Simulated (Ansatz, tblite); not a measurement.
Isomers of Cs$_{5}$⁺ (singlet), found by a short tight-binding search and relaxed with r2SCAN/def2-TZVP in Ansatz.

In the def2 sets Cs takes a core potential; there is no spin–orbit coupling. The xTB rows come from tblite. Correlated methods freeze no core orbitals; core or outer-core shells of Cs are correlated, in sets that lack core-valence functions.

Run but left out: HF/def2-TZVPP (A: restricted singlet, unstable towards broken spin symmetry).

A further structure is left out (at the level of its geometry, restricted singlet, unstable towards broken spin symmetry); at PBE0/def2-TZVP its energy lies 0.00 eV below the lowest shown.

A: The restricted singlet is unstable towards broken spin symmetry in Hartree–Fock (as tested in another run); at LDA (SPW92)/def2-TZVP, PBE/def2-TZVP, r2SCAN/def2-TZVP, r2SCANh/def2-TZVP and others this wasn't settled. At CCSD(T)/def2-TZVPP the restricted singlet (for correlated methods, its reference) is unstable: a solution with broken spin symmetry lies lower. B: The restricted singlet is unstable towards broken spin symmetry in Hartree–Fock (as tested in another run); at LDA (SPW92)/def2-TZVP, PBE/def2-TZVP, r2SCAN/def2-TZVP, r2SCANh/def2-TZVP and others this wasn't settled. At CCSD(T)/def2-TZVPP the restricted singlet (for correlated methods, its reference) is unstable: a solution with broken spin symmetry lies lower.

Other spin states weren't relaxed.

A:

```xyz
5

Cs    3.1041    5.0417    1.1357
Cs    3.9942    0.6174   -1.2797
Cs   -0.9109    0.9547    0.8029
Cs   -0.8616   -3.9002   -1.4308
Cs   -5.3258   -2.7137    0.7719
```

B:

```xyz
5

Cs   -2.592    2.318    4.919
Cs    0.811   -0.988   -4.160
Cs    4.533   -3.512   -1.826
Cs   -3.554    2.504   -0.074
Cs    0.802   -0.322    1.141
```

**Question.** Estimate their order by electronic energy at PBE0/def2-TZVP, counted from the lowest.

**Answer.** B (0.0) < A (0.6), in kJ/mol. Gaps under about 2 kJ/mol are ties within the noise of geometry and basis.

**Question.** Do the other levels pick the same lowest one?

**Answer.** All that were run do. Energies above each level's lowest (kJ/mol):

| level | A | B |
| --- | --- | --- |
| GFN1-xTB | 1.3 | 0.0 |
| GFN2-xTB | 2.5 | 0.0 |
| LDA (SPW92)/def2-TZVP | 1.0 | 0.0 |
| PBE/def2-TZVP | 0.6 | 0.0 |
| r2SCAN/def2-TZVP | 0.1 | 0.0 |
| r2SCANh/def2-TZVP | 0.2 | 0.0 |
| PBE0/def2-TZVP | 0.6 | 0.0 |
| MP2/def2-TZVPP | 1.2 | 0.0 |
| CCSD/def2-TZVPP | 1.0 | 0.0 |
| CCSD(T)/def2-TZVPP | 0.8 | 0.0 |
Point groups (tolerance 0.1 Å): A not assigned, B not assigned. A and B have the same bonds, so they are conformers or stereoisomers. Lower isomers may exist.
